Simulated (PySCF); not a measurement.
Electron affinity of Te by level of theory

Te⁻ [Kr] 4d10 5s2 5p5 (2P) → Te [Kr] 4d10 5s2 5p4 (3P), as a difference of total energies. Calculation: PySCF 2.14, in aug-cc-pwCVTZ-DK3 with one added diffuse shell each of s, p, d, f type (11s10p8d5f1g, 125 functions); scalar relativity by spin-free X2C-1e. Correlated levels: valence: [Kr] 4d10 frozen. The calculations carry no spin-orbit coupling.

```
           method  electron affinity (eV)  plus first-order spin-orbit estimate  error of that sum (eV)
              UHF                   1.055                                 1.025                  -0.946
    MP2 (valence)                   1.857                                 1.826                  -0.145
SCS-MP2 (valence)                   1.858                                 1.828                  -0.143
   CCSD (valence)                   1.855                                 1.825                  -0.146
CCSD(T) (valence)                   1.921                                 1.890                  -0.081
```

Reference: 1.971 eV (measured; photodetachment measurements, as compiled on the Wikipedia data page of electron affinities).

A first-order spin-orbit estimate (lowest level to lowest level, LS coupling) adds -0.031 eV.

Errors of the correlated levels include the incompleteness of this basis and the frozen core.
